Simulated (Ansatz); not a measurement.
```xyz
5

Br   -1.362    0.996    0.711
C     0.052    0.034   -0.166
Br    0.850   -1.334    0.923
H     0.827    0.747   -0.424
H    -0.368   -0.444   -1.044
```

The species carries charge 0 and has multiplicity 1.

Task: List the r2SCAN/def2-TZVPP orbital energies in eV (Ansatz). (An estimate is asked.)

Result: Ansatz gave: Occupied: -13122.29, -13122.29, -1695.51, -1695.51, -1526.30, -1526.30, -1526.20, -1526.20, -1526.19, -1526.19, -276.23, -235.17, -235.17, -175.49, -175.49, -175.15, -175.15, -175.13, -175.13, -69.30, -69.30, -69.21, -69.21, -69.20, -69.20, -68.95, -68.95, -68.95, -68.95, -22.36, -20.24, -17.08, -12.48, -11.29, -10.85, -7.78, -7.63, -7.25, -7.23. Lowest empty: -1.77, -0.47, 1.45, 2.26, 4.29, 4.38, 5.27, 5.81.
